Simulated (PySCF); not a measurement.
PySCF 2.14 output of an unrestricted PBE calculation on a single atom or ion in aug-cc-pwCVDZ, with the non-relativistic Hamiltonian (point nucleus):

```
SCF conv_tol = 1e-09
number electrons alpha = 4  beta = 2
    J. P. Perdew, K. Burke, and M. Ernzerhof.,  Phys. Rev. Lett. 77, 3865 (1996)
    J. P. Perdew, K. Burke, and M. Ernzerhof.,  Phys. Rev. Lett. 78, 1396 (1997)
    J. P. Perdew, K. Burke, and M. Ernzerhof.,  Phys. Rev. Lett. 77, 3865 (1996)
    J. P. Perdew, K. Burke, and M. Ernzerhof.,  Phys. Rev. Lett. 78, 1396 (1997)
cycle= 1 E= -37.7920191279656  delta_E= -0.00403  |g|= 0.00634  |ddm|= 0.169
cycle= 2 E= -37.7920451860747  delta_E= -2.61e-05  |g|= 0.00104  |ddm|= 0.0144
cycle= 3 E= -37.7920457317527  delta_E= -5.46e-07  |g|= 0.000666  |ddm|= 0.0051
cycle= 4 E= -37.7920460381536  delta_E= -3.06e-07  |g|= 4.79e-05  |ddm|= 0.0023
cycle= 5 E= -37.792046039089  delta_E= -9.35e-10  |g|= 1.25e-06  |ddm|= 9.83e-05
converged SCF energy = -37.792046039089  <S^2> = 2.0027445  2S+1 = 3.0018291
```

The run itself started from symmetry-adapted Hartree-Fock orbitals and held the occupation by maximum overlap, on a logarithmic radial grid, so the iterations belong to that start.

**Question.** Which element, charge and spin multiplicity is this?

**Answer.** C (carbon, neutral), multiplicity 3; the state was [He] 2s2 2p2, high-spin 3P determinant.
